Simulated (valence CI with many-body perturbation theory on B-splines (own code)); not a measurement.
Ho16+ in brief

Method: valence CI with perturbative core correlation (CI+MBPT): five valence electrons over a frozen Dirac-Fock core [Kr] 4d10, radial functions for each j: 7 s, 7 p, 7 d, 7 f, 4 g, 2 h, with the one-electron correlation potential Σ1 (screened to all orders), the two-electron term Σ2, the three-electron term Σ3, Breit, model QED; selected single and double excitations, second order for the rest, scaled by the run's own slope (own B-spline code, finite nucleus).

No measured spectrum was set against this ion. As an estimate, terms of the open shell hold to a few per cent of their energy, and close levels can change places. Among the levels kept, up to 1100 cm⁻¹ of a level comes from second order outside the variational space, and about a tenth of that is noise between levels of different J, which matters for small intervals.

Rates and lifetimes use the calculated energies. Strong lines usually hold to 10 to 20 %, long lifetimes can be off by a factor of two.

(1) What is the ground level?

(2) How is the term 6H° of the ground level split?

(3) Where does the other parity begin?

(4) Name the longest-lived excited levels whose lifetime is computed, and their main decay.

(5) What is the ionisation energy?

(6) How well does LS coupling describe the low levels?

Results:

(1) 4f5 6H°_5/2, composition 90 % 4f5 6H° + 9 % 4f5 4G°, g = 0.314.

(2) J = 5/2 at 0.000, J = 7/2 at 0.386, J = 9/2 at 0.804, J = 11/2 at 1.230, J = 13/2 at 1.652, J = 15/2 at 2.057 eV.

(3) At 4f4.5s 6I_7/2, 9.959 eV.

(4) 4f5 6F°_1/2 at 1.606 eV lives 954 s, mostly by E2 to 4f5 6H°_5/2; 4f5 6F°_3/2 at 1.650 eV lives 2.14 s, mostly by M1 to 4f5 6H°_5/2; 4f5 4M°_21/2 at 5.818 eV lives 1.52 s, mostly by M1 to 4f5 4M°_19/2.

(5) 359.92 eV; NIST lists 373 ± 19 eV (theoretical).

(6) Among the lowest 20 levels the leading LS term, summed over configurations, holds 80 % on average. For single configurations the figures are 80 % in LS and 48 % in jj coupling. Terms mix most in the J = 13/2 level at 4.728 eV, where the leading one holds 32 %.
